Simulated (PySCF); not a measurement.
# Correlation energy of V¹¹⁺ (vanadium, charge +11)

Starting occupation: [Ne] 3s2. Computed with PySCF 2.14 in an even-tempered Gaussian basis (19 s from 0.76 bohr⁻², ratio 2.4; 13 p from 0.98 bohr⁻², ratio 2.4; 5 d from 3.8 bohr⁻², ratio 2.6; 4 f from 5.8 bohr⁻², ratio 2.6), with X2C-1e with screened-nucleus spin-orbit coupling, Gaussian nucleus. Frozen: 1s2; 10 electrons correlated; the 50 highest virtual spinors left out.

MP2 pair energies summed by pair of shells (mhartree):

```json
{"pair": "2p1/2-2p3/2", "energy": "-94.38", "share (%)": "24.4"}
{"pair": "2p3/2-2p3/2", "energy": "-90.44", "share (%)": "23.4"}
{"pair": "3s1/2-3s1/2", "energy": "-57.05", "share (%)": "14.8"}
{"pair": "2p3/2-2s1/2", "energy": "-40.03", "share (%)": "10.4"}
{"pair": "2p3/2-3s1/2", "energy": "-30.55", "share (%)": "7.9"}
{"pair": "2p1/2-2p1/2", "energy": "-21.73", "share (%)": "5.6"}
{"pair": "2p1/2-2s1/2", "energy": "-20.10", "share (%)": "5.2"}
{"pair": "2p1/2-3s1/2", "energy": "-15.02", "share (%)": "3.9"}
{"pair": "2s1/2-2s1/2", "energy": "-10.26", "share (%)": "2.7"}
{"pair": "2s1/2-3s1/2", "energy": "-6.62", "share (%)": "1.7"}
```

Total MP2 correlation energy: -386.18 mhartree.

MP2 falls well short for the outer s pair, which is nearly degenerate with np².
